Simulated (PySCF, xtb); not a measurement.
C2HCl3, SMILES C(Cl)(Cl)=CCl.

GFN2-xTB in xtb 6.7.1 at its own geometry gives an orbital gap of 3.96 eV and a dipole moment of 0.83 D.

The structure is a stationary point at B3LYP-D3(BJ)/def2-SVP.

What does PBE/def2-TZVP run with PySCF give? (An estimate is asked for; the answer gives what the named calculation found.)

gap 4.38 eV (levels -6.20 and -1.83 eV), dipole 0.78 D.
